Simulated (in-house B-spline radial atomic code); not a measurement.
Ionising the molybdenum ion Mo⁴⁺ with different functionals

Computed with a radial B-spline atomic code at the basis-set limit: scalar-relativistic (spin-free X2C) Hamiltonian, Fermi nucleus of rms radius 4.4091 fm, spin-polarised at highest spin, spherical fractional occupations for the functionals, and exact exchange of hybrids averaged over the configuration. The ionisation energy is the difference of two self-consistent energies, [Kr] 4d2 → [Kr] 4d1, without Breit or QED terms; ε is the level of the shell that loses the electron (its least bound occupied spin orbital). There is no spin-orbit coupling in this Hamiltonian.

| method | rung | ΔSCF (eV) | -ε(4d) (eV) |
| --- | --- | --- | --- |
| PBE0 | global hybrid | 54.12 | 49.00 |
| B3LYP | global hybrid | 54.11 | 48.59 |
| TPSSh | global hybrid | ? | ? |
| BHandHLYP | global hybrid | ? | ? |
| r2SCAN0 | global hybrid | 53.97 | 48.95 |
| B97-1 | global hybrid | 53.95 | 48.50 |
| HSE06 | range-separated hybrid | 54.09 | 48.56 |
| CAM-B3LYP | range-separated hybrid | 54.08 | 50.45 |
| LC-wPBE | range-separated hybrid | 54.15 | 52.01 |

Problem. What does TPSSh give?

Solution. ΔSCF 53.99 eV, and -ε(4d) = 47.76 eV.

Problem. What does BHandHLYP give?

Solution. ΔSCF 53.91 eV, and -ε(4d) = 50.65 eV.

Problem. Among the functionals, which spreads more, the ΔSCF values or the orbital energies?

Solution. The orbital energies: ΔSCF values span about 0.25 eV and the orbital energies 4.25 eV; here energy differences depend much less on the functional than eigenvalues do.

Problem. How do they compare with the NIST value?

Solution. NIST lists 54.42 eV ± 0.019 (semi-empirical, ground level to ground level). Errors run from -0.51 to -0.26 eV; LC-wPBE is closest (-0.26 eV), but part of that can be cancellation, since the calculations leave out spin-orbit coupling, Breit-QED terms, multiplet and fine-structure energies.
